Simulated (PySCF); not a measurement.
Compound: (ClZn-mu-F)2 (singlet state).
Z-matrix (Å and degrees, PBE0-D3(BJ)/def2-SVP geometry), rows numbered from 1:
```
Zn
Cl  1  2.1027
F   1  1.9232  2  138.43
Zn  3  1.9217  1   98.28  2  -169.94
Cl  4  2.1028  3  139.31  1   169.53
F   1  1.9220  2  139.77  3  -171.70
```

Computed, not measured: TDDFT B3LYP/def2-SVPD, vertical, gas phase, core orbitals frozen in the response (PySCF).

Orbital energies (eV): HOMO-3 -8.99, HOMO-2 -8.97, HOMO-1 -8.93, HOMO -8.86, LUMO -2.67, LUMO+1 -1.23, LUMO+2 -1.02.

Question: Among the lowest singlets, which states do these configurations lead, and at what energies: HOMO→LUMO, HOMO-1→LUMO, HOMO-1→LUMO+1, HOMO-3→LUMO+2, HOMO-3→LUMO+1, HOMO→LUMO+1, HOMO-2→LUMO, HOMO→LUMO+2, HOMO-2→LUMO+1, HOMO-3→LUMO, HOMO-1→LUMO+2?

Answer: 

```tsv
state	leading configuration	weight	Δε (eV)	E (eV)	E − Δε (eV)	f	other configurations
S1	HOMO→LUMO	0.96	6.19	5.26	-0.93	0.0000	–
S2	HOMO-1→LUMO	0.96	6.25	5.36	-0.90	0.031	–
S3	HOMO-2→LUMO	0.96	6.30	5.39	-0.90	0.026	–
S4	HOMO-3→LUMO	0.96	6.32	5.42	-0.90	0.0002	–
S5	HOMO→LUMO+1	0.89	7.62	6.80	-0.82	0.017	–
S7	HOMO-1→LUMO+1	0.74	7.69	6.85	-0.84	0.0001	H→L+2 (21%)
S8	HOMO-3→LUMO+1	0.69	7.76	6.95	-0.81	0.024	H-5→L (10%)
S9	HOMO-2→LUMO+1	0.75	7.74	6.95	-0.79	0.032	H-4→L (9%)
S10	HOMO→LUMO+2	0.71	7.84	6.96	-0.87	0.0000	H-1→L+1 (21%)
S11	HOMO-1→LUMO+2	0.84	7.90	7.01	-0.89	0.0036	H→L+3 (10%)
S13	HOMO-3→LUMO+2	0.74	7.97	7.32	-0.66	0.193	H-4→L (15%)
```

E − Δε runs from -0.93 to -0.66 eV. By orbital difference alone the order would be S1, S2, S3, S4, S5, S7, S9, S8, S10, S11, S13. Δε is the difference of the two orbital energies.

H and L stand for HOMO and LUMO. The other states: S6 6.83 eV, f 0.162, H-4→L (67%), H-3→L+2 (15%), H-2→L+1 (13%); S12 7.05 eV, f 0.018, H-2→L+2 (41%), H-5→L (33%), H-3→L+1 (19%); S14 7.42 eV, f 0.0031, H-5→L (45%), H-2→L+2 (41%), H-1→L+4 (9%); S15 7.71 eV, f 0.046, H-6→L (96%).

Question: Pair triplets and singlets of the same leading configuration (75% or more in both) and give the splittings.

Answer: 

```csv
configuration,triplet,E(T) (eV),singlet,E(S) (eV),E(S) − E(T) (eV)
HOMO→LUMO,T1,5.05,S1,5.26,+0.21
HOMO-1→LUMO,T2,5.11,S2,5.36,+0.25
HOMO-2→LUMO,T3,5.15,S3,5.39,+0.24
HOMO-3→LUMO,T4,5.18,S4,5.42,+0.24
```

The 4 triplets are Tamm–Dancoff values, the singlets full response.

Summed over the main configurations (up to three a state, each over 8%) of all 15 singlets, the electron leaves HOMO with weight 2.87, HOMO-1 with weight 2.84, HOMO-3 with weight 2.72 and HOMO-2 with weight 2.66.

The vertical ionisation energy (ΔSCF) is 10.89 eV, 3.18 eV above S15.

Hardware: one thread of an AMD EPYC, shared host. Cost: 3.0 min (with the writing of density and orbital grids), 0.81 GiB resident at most.
